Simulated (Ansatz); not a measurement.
The lowest singlet and triplet of C4H6 (SMILES [CH2]C([CH2])=C); geometries from B3LYP-D3(BJ)/def2-TZVP, each state relaxed from the structure named, with no frequency check, low spin by broken symmetry.
Singlet (charge 0, multiplicity 1):
```xyz
10

C     -0.65141     1.23965    -0.04746
C     -0.02320     0.00105    -0.00028
C      1.43071    -0.06457     0.01726
C     -0.76136    -1.17588     0.03041
H     -1.72969     1.31480    -0.06133
H     -0.08231     2.15819    -0.07148
H      1.93963    -1.01660     0.05380
H      2.02404     0.83771    -0.00597
H     -1.84206    -1.15360     0.01823
H     -0.27806    -2.14193     0.06713
```
Triplet (charge 0, multiplicity 3):
```xyz
10

C     -0.64894     1.25091     0.00401
C      0.00000     0.00000     0.00000
C      1.40776    -0.06351     0.01009
C     -0.75881    -1.18740    -0.01409
H     -1.72767     1.31866    -0.00359
H     -0.08308     2.17177     0.01477
H      1.92234    -1.01403     0.00720
H      2.00574     0.83682     0.02094
H     -1.83926    -1.15774    -0.02197
H     -0.27807    -2.15548    -0.01736
```

A positive gap puts the triplet lower; no zero-point energy. R- takes a restricted singlet, here one determinant of a half-filled degenerate or near-degenerate pair, which mixes singlet states. U- takes an unrestricted singlet (broken symmetry where lower, unprojected). The triplet is unrestricted in single-reference levels.

Programs: Ansatz (Gaussian orbitals). Each number belongs to the level named beside it.

**Question.** One of these levels gives 1.978 eV for the gap E(singlet) − E(triplet), adiabatic. Which?
A. R-B3LYP/def2-TZVPP
B. U-BHLYP/def2-TZVPP (spin-contaminated)
C. R-PBE/def2-TZVPP
D. U-HF/cc-pVDZ (spin-contaminated)

**Answer.** A, R-B3LYP/def2-TZVPP. The others give 0.959 (U-HF/cc-pVDZ (spin-contaminated)), 1.651 (R-PBE/def2-TZVPP), 0.662 (U-BHLYP/def2-TZVPP (spin-contaminated))

Doubts at one or more of the structures used: a restricted determinant that unrestricted orbitals would lower (R-PBE/def2-TZVPP, R-B3LYP/def2-TZVPP).

Ansatz is a first-principles code.
